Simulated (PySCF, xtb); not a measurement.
InF, SMILES [F][In] (connectivity only; charge and spin as stated), neutral, multiplicity 1.

Harmonic wavenumbers (cm⁻¹) from xtb with GFN2-xTB at its own minimum, in rising order: 337.

Question: What does PBE-D3(BJ)/def2-TZVP in PySCF give at its own minimum? (The exact figures need the calculation; the answer reports its results.)

Answer: 503. Paired by order, the mean absolute difference is 166 cm⁻¹ and the zero-point energies are 0.5 and 0.7 kcal/mol.
